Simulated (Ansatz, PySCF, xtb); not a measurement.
Dimer: CH5GaO (SMILES C[O][GaH2]) (first 8 atoms) with HF (SMILES F); geometry from B3LYP-D3(BJ)/def2-TZVP, rigid monomers moved along the line of their centres of mass till O2···H10 is 1.82 Å.
(charge 0, multiplicity 1):
```json
[
 {"atom": "C", "x (Å)": "-0.8196", "y (Å)": "-0.5960", "z (Å)": "2.4661"},
 {"atom": "O", "x (Å)": "0.3063", "y (Å)": "0.0950", "z (Å)": "1.9371"},
 {"atom": "Ga", "x (Å)": "0.6098", "y (Å)": "0.3995", "z (Å)": "0.1766"},
 {"atom": "H", "x (Å)": "-1.4990", "y (Å)": "-0.9262", "z (Å)": "1.6751"},
 {"atom": "H", "x (Å)": "-0.4800", "y (Å)": "-1.4702", "z (Å)": "3.0254"},
 {"atom": "H", "x (Å)": "-1.3645", "y (Å)": "0.0633", "z (Å)": "3.1449"},
 {"atom": "H", "x (Å)": "-0.5009", "y (Å)": "-0.1749", "z (Å)": "-0.7550"},
 {"atom": "H", "x (Å)": "1.9242", "y (Å)": "1.1787", "z (Å)": "-0.0777"},
 {"atom": "F", "x (Å)": "2.0299", "y (Å)": "0.9459", "z (Å)": "3.9457"},
 {"atom": "H", "x (Å)": "1.4269", "y (Å)": "0.6463", "z (Å)": "3.2666"}
]
```

Interaction energies are E(AB) − E(A) − E(B) at the monomers' geometry in the complex; basis-set methods are counterpoise corrected. Rows marked so take none.

Cores are frozen in the correlated methods. Filled d and f shells under p-block atoms count as core. Rows in 3-21G, 6-31G* carry no dispersion term and start afresh at each structure (6-31G* with six Cartesian d functions); the Pople sets are all-electron and without relativity.

Run with Ansatz (a program for electronic structure); PySCF for 3-21G rows, 6-31G* rows; xtb for the GFN methods. Each number belongs to the level named beside it.

Q: One of these levels gives -16.22 kcal/mol for the interaction energy. Which?
A) CCSD/aug-cc-pVDZ
B) HF/6-31G* (no counterpoise)
C) GFN-FF
D) B3LYP/3-21G (no counterpoise)

A: D, B3LYP/3-21G (no counterpoise). The others give -8.31 (GFN-FF), -11.93 (HF/6-31G* (no counterpoise)), -10.40 (CCSD/aug-cc-pVDZ)
